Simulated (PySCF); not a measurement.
3-propylpyridine, C8H11N.
Geometry (PBE0-D3(BJ)/def2-SVP, Å), atoms numbered from 1 in this order:
```xyz
20
C8H11N angstrom
C     -3.190   -0.275   -0.183
C     -1.711   -0.175   -0.517
C     -0.822   -0.067    0.724
C      0.637    0.037    0.385
C      1.254    1.263    0.126
C      2.598    1.292   -0.234
C      3.286    0.083   -0.327
N      2.719   -1.095   -0.082
C      1.436   -1.107    0.262
H     -3.537    0.612    0.372
H     -3.400   -1.157    0.443
H     -3.804   -0.359   -1.092
H     -1.396   -1.053   -1.106
H     -1.527    0.699   -1.165
H     -0.990   -0.946    1.368
H     -1.128    0.813    1.315
H      0.682    2.192    0.211
H      3.108    2.236   -0.439
H      4.345    0.069   -0.609
H      0.996   -2.093    0.465
```

All values: PBE0/pcSseg-1 and PBE0/def2-SVPD (PySCF, non-relativistic), on one gas-phase PBE0-D3(BJ)/def2-SVP geometry that isn't relaxed in the solvent. The solvent is an IEF-PCM continuum (van der Waals radii × 1.2). The model holds no explicit solvent molecules, cavitation or dispersion.

Gas phase at PBE0/pcSseg-1: HOMO -7.27 eV, LUMO -0.72 eV, dipole 2.52 D.

Problem. What does the continuum do to the energy, the frontier levels and the dipole at PBE0/pcSseg-1 in chloroform and dimethylsulfoxide?

Solution. 
```
          solvent      ε  E(solvent) − E(gas) (kcal/mol)  polarisation term (kcal/mol)  distortion of the solute (kcal/mol)  HOMO (eV)  LUMO (eV)  dipole (D)
       chloroform  4.711                           -3.63                         -4.11                                 0.48      -7.35      -0.75        3.17
dimethylsulfoxide  46.83                           -5.18                         -6.20                                 1.02      -7.37      -0.78        3.47
```

Polarisation term: ½ Σ q·V over the induced surface charges. Distortion: the rise of the solute's own energy as its density leaves the gas-phase optimum. From chloroform to dimethylsulfoxide the lowering changes by a factor 1.43, Onsager's factor (ε − 1)/(2ε + 1) by 1.36 and ε itself by 9.9.

Problem. Which radius a makes the point-dipole formula ΔE = −[(ε − 1)/(2ε + 1)]·μ²/a³ give the value in dimethylsulfoxide, with the gas-phase dipole?

Solution. μ = 0.993 au and |ΔE| = 0.00826 Eh give a = 2.05 Å; the farthest nucleus lies 4.41 Å from the centroid of the nuclei, so such a sphere wouldn't even hold the nuclei. The formula assumes a rigid point dipole at the centre of a sphere.

Problem. Give the dipole vector in the frame of the coordinates (D, pointing from negative to positive charge), gas and dimethylsulfoxide.

Solution. Gas (-1.74, 1.83, 0.08), solvent (-2.33, 2.56, 0.20). Its length changes by +38 % and its direction by 2°.

Problem. Which IAO charges (PBE0/pcSseg-1) respond most in chloroform (means over atoms taken as equivalent)?

Solution. 
```tsv
atoms	environment	gas (e)	solvent (e)	change
N8	pyridine-type nitrogen	-0.275	-0.306	-0.031
H17	aromatic hydrogen	+0.148	+0.160	+0.012
H18	aromatic hydrogen	+0.156	+0.166	+0.010
C7	aromatic CH next to a ring nitrogen	-0.016	-0.024	-0.008
H20	aromatic hydrogen	+0.144	+0.151	+0.007
H19	aromatic hydrogen	+0.151	+0.157	+0.006
C9	aromatic CH next to a ring nitrogen	-0.019	-0.025	-0.006
H15/H16	methylene hydrogen	+0.135	+0.140	+0.005
C1	methyl carbon	-0.409	-0.412	-0.003
C3	benzylic-type carbon	-0.255	-0.258	-0.003
C6	aromatic CH carbon	-0.179	-0.181	-0.002
C4	substituted aromatic carbon	-0.016	-0.014	+0.002
```

Problem. How do the nuclear quadrupole coupling constants eQVzz/h respond in chloroform?

Solution. 
```json
{"nucleus": "14N at N8", "Q (barn)": "0.02044", "gas (MHz)": "-5.50", "solvent (MHz)": "-5.32", "η gas": "0.38", "η solvent": "0.36"}
```

Gas phase at PBE0/def2-SVPD: HOMO -7.27 eV, LUMO -0.78 eV, dipole 2.53 D.

Problem. What does the continuum do to the energy, the frontier levels and the dipole at PBE0/def2-SVPD in chloroform and dimethylsulfoxide?

Solution. 
```csv
solvent,ε,E(solvent) − E(gas) (kcal/mol),polarisation term (kcal/mol),distortion of the solute (kcal/mol),HOMO (eV),LUMO (eV),dipole (D)
chloroform,4.711,-3.52,-4.07,0.55,-7.33,-0.81,3.24
dimethylsulfoxide,46.83,-5.06,-6.24,1.18,-7.35,-0.84,3.59
```

The atom shares or the degeneracy of the HOMO differ from the gas phase in chloroform and dimethylsulfoxide, so that column needn't follow one orbital.

Problem. How does the static polarisability (PBE0/def2-SVPD, frozen core, with the continuum's full static response) change?

Solution. 
```json
{"medium": "gas", "isotropic (au)": "100.5", "principal values (au)": "71.0, 98.6, 131.8", "⟨r²⟩ of the electrons (bohr²)": "1528.8"}
{"medium": "chloroform", "isotropic (au)": "126.0", "principal values (au)": "89.0, 129.1, 159.9", "⟨r²⟩ of the electrons (bohr²)": "1528.7"}
{"medium": "dimethylsulfoxide", "isotropic (au)": "139.2", "principal values (au)": "100.1, 146.0, 171.4", "⟨r²⟩ of the electrons (bohr²)": "1528.7"}
```

The isotropic value in dimethylsulfoxide is 1.38 times the gas-phase one; no cavity-field correction is applied. ⟨r²⟩ is taken about the centre of nuclear charge.
